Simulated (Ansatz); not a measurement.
Species: BNH2, charge 0, triplet. This triplet is an excited state, 4.3 eV above the singlet at CCSD(T)/cc-pV5Z (Ansatz, an electronic-structure program). BNH2 (parent SMILES B=N, triplet).
B3LYP-D3(BJ)/def2-TZVP minimum from Ansatz:
```
N
H 1 1.0139
B 1 1.3790 2 138.96
H 3 1.2126 1 113.47 2 -12.85
```
Charge 0, spin multiplicity 3.

Total energies in aug-cc-pVTZ, 10 correlated electrons, 2 frozen orbitals. Radicals and triplets start from unrestricted determinants; spin-orbit coupling is neglected. Cores are frozen in correlated methods. No relativity. The spin of H2BN (parent SMILES B=N, triplet) was assumed, and the state is the lowest solution found for it.

| method | program | energy (Eh) | minus CCSDT(Q) (mEh) |
|---|---|---|---|
| HF | Ansatz | -80.21970 | 289.86 |
| MP2 | Ansatz | -80.47099 | 38.57 |
| CCSD | Ansatz | -80.49669 | 12.88 |
| CCSD(T) | Ansatz | -80.50766 | 1.90 |
| CCSDT(Q) | Ansatz | -80.50956 | 0.00 |

Rough core times of Ansatz's runs on a shared machine: CCSD(T) 90 s, CCSDT(Q) 4 h.
